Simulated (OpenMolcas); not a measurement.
# Levels of Sn II by method

```yaml
Program: OpenMolcas 26.06
Basis: ANO-R2 [7s6p4d2f1g]
Scalar_Hamiltonian: X2C, finite nucleus
Active_space: 3 electrons in 8 orbitals (5s 5p 6s 6p)
State_averaging: 2S+1 = 4 odd, 3 roots; 2S+1 = 2 odd, 9 roots; 2S+1 = 4 even, 3 roots; 2S+1 = 2 even, 9 roots
Spin-orbit_coupling: state interaction with AMFI integrals over the reference wave functions, term energies averaged over their components
```

Methods on the same reference wave functions:
A. CASSCF
B. SS-CASPT2, IPEA 0.25 Eh, imaginary shift 0.1 Eh (closed shells correlated: 4d)
C. MS-CASPT2, IPEA 0.25 Eh, imaginary shift 0.1 Eh (closed shells correlated: 4d)

Energies in cm⁻¹ above 5s² 5p ²P°_1/2, the measured ground level; measured values from NIST Handbook of Basic Atomic Spectroscopic Data.

| Level | A | B | C | Measured |
| --- | --- | --- | --- | --- |
| 5s² 5p ²P°_1/2 | 0.0 | 0.0 | 0.0 | 0.0 |
| 5s² 5p ²P°_3/2 | 3704 | 3700 | 3900 | 4251 |
| 5s 5p² ⁴P_1/2 | 38839 | 46020 | 46380 | 46464 |
| 5s 5p² ⁴P_3/2 | 40320 | 47530 | 47880 | 48368 |
| 5s 5p² ⁴P_5/2 | 42413 | 49540 | 49900 | 50730 |
| 5s 5p² ²D_3/2 | 64856 | 62280 | 62630 | 58844 |
| 5s 5p² ²D_5/2 | 65604 | 63130 | 63490 | 59463 |

Deviations, from unrounded energies. A percentage is the sum of absolute deviations over the sum of measured energies, with the sign that they share, or ± where signs differ.

```json
{"Against measurement": "mean absolute deviation (cm-1)", "Levels": "6", "A": "6100", "B": "1700", "C": "1600"}
{"Against measurement": "fine structure of the ground term (%)", "Levels": "1", "A": "-12.9", "B": "-12.9", "C": "-8.4"}
{"Against measurement": "other configurations (%)", "Levels": "5", "A": "±13.7", "B": "±3.6", "C": "±3.5"}
```

C lies closest to measurement on these levels and A furthest from it. The largest miss of C in the table is 5s 5p² ²D_5/2, by +4000 cm-1. The ranking rests on the paired levels alone, and a cruder setting can come out closer through cancelling errors.

Between B and C the level of the table that moves most is 5s 5p² ⁴P_1/2, by 360 cm-1 (lowest in B, highest in C). Moves below CASPT2's spread within the term are not significant.

The lowest spin-free term lies below A's lowest term by 0.457 hartree in B, 0.458 hartree in C.

Term energies are means over components that CASPT2 splits; among the terms shown or strongly mixed into the levels shown the widest spread is 38 cm-1 (5s 5p² ²D, C). Over all roots computed the reference weight is 0.88 to 0.93 in B, 0.88 to 0.93 in C; the roots of lowest weight are the least certain, and an intruder state may touch them. The run also gave levels led by 5s 5p 6s, 5s² 6p, which use shells meant for correlation; these and all levels above them are left out. Terms of s pⁿ other than that of highest spin mix with s² pⁿ⁻² d, which this space lacks; all of them can be thousands of cm-1 off, and some have no real level of that name. Measured partners are found by configuration, term and J. A level has none where our copy of the source lacks it or the pairing is in doubt (some pairs that miss far off the trend of their configuration count as doubtful), and it then counts in no deviation. Levels of configurations outside the active space are missing. Levels that lie high or do not pair safely by name in every column are left out.

° marks odd parity.
